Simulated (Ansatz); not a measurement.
Program: Ansatz. Geometries: PBE0-D4/def2-TZVP. ΔE: electronic, gas phase. CBS: MP2 limit from def2 TZ/QZ plus the TZ coupled-cluster correction, frozen cores. This one scheme is used for every species. Functionals use def2-TZVPP. For Ge outer-core shells are correlated without core-valence functions, which leaves a few kJ/mol of doubt a bond. Scalar relativity is left out up to krypton. Each species was taken in one conformer, which may not be the lowest.

Consider the redistribution: `O=C=[N][GeH]([F])[Cl]` + `[NH2][Al]([F])[F]` → `[NH2][GeH]([F])[Cl]` + `O=C=[N][Al]([F])[F]`.

**Question.** Is it downhill or uphill in electronic energy at CCSD(T)/CBS, and by how much? (An estimate is asked.)

**Answer.** The calculation gave: Downhill: ΔE = -17.9 kJ/mol.

**Question.** What do these levels give: PBE0-D4, BLYP, PBE0, r2SCANh, BHLYP, MP2/def2-SVP? (Best estimate.)

**Answer.** The calculation gave: PBE0-D4 -18.5, BLYP -17.9, PBE0 -19.4, r2SCANh -19.4, BHLYP -21.1, MP2/def2-SVP -21.4 kJ/mol.

Largest T1 diagnostic among the species: 0.015.

From BLYP to BHLYP (50 % exact exchange), in def2-TZVPP and without D4, ΔE moves by −3.1 kJ/mol. In def2-TZVPP, CCSD(T) changes the Hartree–Fock value by +6.1 kJ/mol (the triples alone add +1.5 kJ/mol) and MP2 by +6.7 kJ/mol.
